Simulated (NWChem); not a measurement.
System: GeH$_{3}$O$_{2}$F; SMILES [OH][GeH]([OH])[F]

NWChem input:

```
start job
memory heap 200 mb stack 900 mb global 1100 mb
geometry units angstroms noautoz
  Ge     0.022025    -0.029018     0.303582
  O      0.641854    -1.510877    -0.388048
  O     -1.630885     0.206754    -0.251734
  F      0.885463     1.337096    -0.338747
  H      0.223543    -0.075851     1.810313
  H      0.376566    -1.635468    -1.306862
  H     -1.799478     1.118112    -0.517967
end
basis spherical
  * library 6-31g*
end
dft
  xc xpbe96 cpbe96
  iterations 150
  mulliken
end
task dft energy
```

Coordinates come from a PBE0/def2-SVP optimisation.

Q: Predict the main results of this run. (PBE/6-31G* (spherical d).) Quantities: energy (Ha); highest occupied level (eV); orbital gap (eV); dipole (D).

A: The energy (Ha) comes out as -2328.30 and the highest occupied level (eV) is -7.26. The orbital gap (eV) is 6.68. The dipole (D) is 1.13.
